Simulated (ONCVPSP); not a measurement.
## Pseudopotential generation for Si (Z = 14): ONCV, PBE, non-relativistic.

Input for ONCVPSP 4.0.1:

```
# ATOM AND REFERENCE CONFIGURATION
# atsym  z   nc   nv     iexc    psfile
  Si 14.00    1    4        4      upf
#
#   n    l    f
    1    0    2.00
    2    0    2.00
    2    1    6.00
    3    0    2.00
    3    1    2.00
#
# PSEUDOPOTENTIAL AND OPTIMIZATION
# lmax
    2
#
#   l,   rc,      ep,       ncon, nbas, qcut
    0    1.05    0.00    4    8   13.70
    1    0.95    0.00    4    9   13.30
    2    0.85    0.16    4    7   11.70
#
# LOCAL POTENTIAL
# lloc, lpopt,  rc(5),   dvloc0
    4    5    0.75    2.00
#
# VANDERBILT-KLEINMAN-BYLANDER PROJECTORs
# l, nproj, debl
    0    2    1.80
    1    2    2.80
    2    2    1.10
#
# MODEL CORE CHARGE
# icmod, fcfact, rcfact
    3    5.00    1.10
#
# LOG DERIVATIVE ANALYSIS
# epsh1, epsh2, depsh
   -7.00    5.00    0.04
#
# OUTPUT GRID
# rlmax, drl
    6.00    0.01
#
# TEST CONFIGURATIONS
# ncnf
    4
# nvcnf
#   n    l    f
    4
    2    0    2.00
    2    1    6.00
    3    0    2.00
    3    1    1.00
#
    4
    2    0    2.00
    2    1    6.00
    3    0    2.00
    3    1    0.00
#
    4
    2    0    2.00
    2    1    6.00
    3    0    1.00
    3    1    0.00
#
    4
    2    0    2.00
    2    1    6.00
    3    0    1.00
    3    1    3.00
#
```

Command:

```bash
oncvpspnr.x < Si.dat > Si.out
```

The program printed (shortened: citation, most of the input echo, consistency checks and plot data are left out):

```
ONCVPSP  (Optimized Norm-Conservinng Vanderbilt PSeudopotential)
scalar-relativistic version 4.0.1

#   n    l    f        energy (Ha)
    1    0    2.00    -6.5457413E+01
    2    0    2.00    -5.1023994E+00
    2    1    6.00    -3.5129001E+00
    3    0    2.00    -3.9573017E-01
    3    1    2.00    -1.5031706E-01

Reference configufation results
  iterations    25
  all-electron total energy (Ha)   -2.89202547D+02

Begin loop to  construct optimized pseudo wave functions
and semi-local pseudopoentials for all angular momenta

Calculating optimized projector #   1

 for l=   0

    Fraction of norm inside rc  0.954733
    Optimizing pswf for qcut=  13.72 a_B^-1,  ecut=  94.09 Ha
    Residual kinetic energy error=  2.15D-08 Ha

    Energy error per electron        Cutoff
         Ha          eV             Ha
         0.01000     0.27211       23.72
         0.00100     0.02721       30.62
         0.00010     0.00272       39.65
         0.00001     0.00027       67.11

Calculating optimized projector #   2

 for l=   0

    Fraction of norm inside rc  0.055198
    Optimizing pswf for qcut=  13.72 a_B^-1,  ecut=  94.09 Ha
    Residual kinetic energy error=  1.03D-07 Ha

    Energy error per electron        Cutoff
         Ha          eV             Ha
         0.01000     0.27211       17.21
         0.00100     0.02721       24.21
         0.00010     0.00272       40.91
         0.00001     0.00027       61.88

Calculating optimized projector #   1

 for l=   1

    Fraction of norm inside rc  0.919825
    Optimizing pswf for qcut=  13.30 a_B^-1,  ecut=  88.40 Ha
    Residual kinetic energy error=  8.30D-05 Ha

    Energy error per electron        Cutoff
         Ha          eV             Ha
         0.01000     0.27211       65.84
         0.00100     0.02721       77.14
         0.00010     0.00272       88.45
         0.00001     0.00027      284.59

Calculating optimized projector #   2

 for l=   1

    Fraction of norm inside rc  0.025988
    Optimizing pswf for qcut=  13.30 a_B^-1,  ecut=  88.40 Ha
    Residual kinetic energy error=  2.60D-05 Ha

    Energy error per electron        Cutoff
         Ha          eV             Ha
         0.01000     0.27211       51.60
         0.00100     0.02721       68.65
         0.00010     0.00272       81.41
         0.00001     0.00027      112.97

   Wellstate for l =  2  n =  3
     eigenvalue =   0.1600
     asymptotic potential =   0.6600
     half-point radius =  7.9726

   Wellstate for l =  2  n =  4
     eigenvalue =   1.2600
     asymptotic potential =   1.7600
     half-point radius =  3.8582

Calculating optimized projector #   1

 for l=   2

    Fraction of norm inside rc  0.003840
    Optimizing pswf for qcut=  11.70 a_B^-1,  ecut=  68.46 Ha
    Residual kinetic energy error=  5.08D-06 Ha

    Energy error per electron        Cutoff
         Ha          eV             Ha
         0.01000     0.27211        7.06
         0.00100     0.02721       22.59
         0.00010     0.00272       44.30
         0.00001     0.00027       63.17

Calculating optimized projector #   2

 for l=   2

    Fraction of norm inside rc  0.029249
    Optimizing pswf for qcut=  11.70 a_B^-1,  ecut=  68.46 Ha
    Residual kinetic energy error=  5.00D-05 Ha

    Energy error per electron        Cutoff
         Ha          eV             Ha
         0.01000     0.27211       22.91
         0.00100     0.02721       44.79
         0.00010     0.00272       63.58
         0.00001     0.00027       83.64

Construct Vanderbilt / Kleinmman-Bylander projectors

B matrix Hermiticity error, ll=   0
   1   2    5.4524E-09

  Orthonormal projector coefficients  4.8351E+00 -3.1475E-01

B matrix Hermiticity error, ll=   1
   1   2   -2.1017E-08

  Orthonormal projector coefficients -1.3769E+01 -4.2668E+00

B matrix Hermiticity error, ll=   2
   1   2   -2.6918E-10

  Orthonormal projector coefficients -4.1190E+01 -3.3753E+00

Model core correction analysis
  based on d2Exc/dn_idn_j

d2excae - all-electron derivatives

   -8.379636D-02   -7.528756D-02   -4.643958D-03   -2.233294D-03
   -7.528893D-02   -8.173890D-02   -4.914359D-03   -3.014673D-03
   -4.643544D-03   -4.914068D-03   -3.630114D-02   -2.814842D-02
   -2.233314D-03   -3.014754D-03   -2.814870D-02   -2.724011D-02

d2excps - pseudofunction derivatives with no core correction

   -8.701687D-02   -7.767352D-02   -5.375417D-03   -2.679305D-03
   -7.767455D-02   -8.050169D-02   -4.820539D-03   -2.898996D-03
   -5.375898D-03   -4.820244D-03   -3.636939D-02   -2.816722D-02
   -2.679429D-03   -2.899097D-03   -2.816751D-02   -2.723672D-02

rms 2nd derivative error    1.245125E-03

rmatch, rhocmatch    0.1956  100.3238

Teter function model core charge with specified parameters

d2excps - pseudofunction derivatives with core correction

   -8.034522D-02   -7.827119D-02   -4.787266D-03   -2.701956D-03
   -7.827097D-02   -8.104133D-02   -4.865237D-03   -2.926337D-03
   -4.786834D-03   -4.864938D-03   -3.631756D-02   -2.816881D-02
   -2.701993D-03   -2.926444D-03   -2.816909D-02   -2.723807D-02

rms 2nd derivative error    1.385043E-03

Pseudoatom total energy  -99.605069

Diagnostic tests using Vanderbilt-Kleinman-Bylander pseudopotentials
  1 or more projectors used as specified by nproj input data

   l    rcore       rmatch      e in        delta e   norm test  slope test

   0   1.0504341   1.0823275  -5.1023994   0.0000001   1.0000001   1.0000001
   0   1.0504341   1.0823275  -0.3957302   0.0000000   1.0000000   1.0000000

   1   0.9545553   0.9835377  -3.5129001  -0.0000011   0.9999995   0.9999992
   1   0.9545553   0.9835377  -0.1503171   0.0000000   1.0000000   1.0000000

   2   0.8519998   0.8778683   0.1600000  -0.0000001   1.0000000   1.0000000
   2   0.8519998   0.8778683   1.2600000  -0.0000001   1.0000000   1.0000000

 Testing for bound ghosts
   n   l    E NL Schr. Eq   E Basis Diag.   E Cutoff

   1   0       -5.102399       -5.102396    239.17
   2   0       -0.395730       -0.209051    239.17

   2   1       -3.512901       -3.512803    434.58
   3   1       -0.150317        0.299586    434.58

 Testing for highly-localized positive-energy ghosts
       l    <radius>/rc     E Basis Diag.   E Cutoff

Test configuration 0

   n   l     f        eae           eps        diff
   1   0  2.0000  -65.45741345
   2   0  2.0000   -5.10239940   -5.10239933    7.02D-08
   2   1  6.0000   -3.51290010   -3.51290123   -1.13D-06
   3   0  2.0000   -0.39573017   -0.39573017    0.00D+00
   3   1  2.0000   -0.15031706   -0.15031706    0.00D+00

    Total energies and differences
      AE_ref= -2.89202547D+02  AE_tst= -2.89202547D+02  dif=  0.00D+00
      PS_ref= -9.96050686D+01  PS_tst= -9.96050686D+01  dif=  7.10D-11
      PSP excitation error= -7.10D-11

Test configuration 1

   n   l     f        eae           eps        diff
   1   0  2.0000  -65.81338355
   2   0  2.0000   -5.45159230   -5.45134137    2.51D-04
   2   1  6.0000   -3.86268156   -3.86172716    9.54D-04
   3   0  2.0000   -0.69768501   -0.69767980    5.21D-06
   3   1  1.0000   -0.42876865   -0.42873442    3.42D-05

    Total energies and differences
      AE_ref= -2.89202547D+02  AE_tst= -2.88917706D+02  dif=  2.85D-01
      PS_ref= -9.96050686D+01  PS_tst= -9.93202393D+01  dif=  2.85D-01
      PSP excitation error=  1.18D-05

Test configuration 2

   n   l     f        eae           eps        diff
   1   0  2.0000  -66.26239967
   2   0  2.0000   -5.88518624   -5.88464174    5.44D-04
   2   1  6.0000   -4.29748264   -4.29467697    2.81D-03
   3   0  2.0000   -1.04653082   -1.04648193    4.89D-05

    Total energies and differences
      AE_ref= -2.89202547D+02  AE_tst= -2.88329526D+02  dif=  8.73D-01
      PS_ref= -9.96050686D+01  PS_tst= -9.87321500D+01  dif=  8.73D-01
      PSP excitation error=  1.02D-04

Test configuration 3

   n   l     f        eae           eps        diff
   1   0  2.0000  -66.84081499
   2   0  2.0000   -6.43808600   -6.43983969   -1.75D-03
   2   1  6.0000   -4.85159233   -4.84869669    2.90D-03
   3   0  1.0000   -1.44808810   -1.44822591   -1.38D-04

    Total energies and differences
      AE_ref= -2.89202547D+02  AE_tst= -2.87083657D+02  dif=  2.12D+00
      PS_ref= -9.96050686D+01  PS_tst= -9.74862515D+01  dif=  2.12D+00
      PSP excitation error=  7.35D-05

Test configuration 4

   n   l     f        eae           eps        diff
   1   0  2.0000  -65.51931945
   2   0  2.0000   -5.16246242   -5.16408193   -1.62D-03
   2   1  6.0000   -3.57258409   -3.57410372   -1.52D-03
   3   0  1.0000   -0.42290445   -0.42294721   -4.28D-05
   3   1  3.0000   -0.17170874   -0.17172065   -1.19D-05

    Total energies and differences
      AE_ref= -2.89202547D+02  AE_tst= -2.88954165D+02  dif=  2.48D-01
      PS_ref= -9.96050686D+01  PS_tst= -9.93566706D+01  dif=  2.48D-01
      PSP excitation error= -1.55D-05
```

oncvpspnr.x prints “scalar-relativistic version” in its banner although the run is non-relativistic.

The run took about 4.5 s on one core of a shared server CPU.
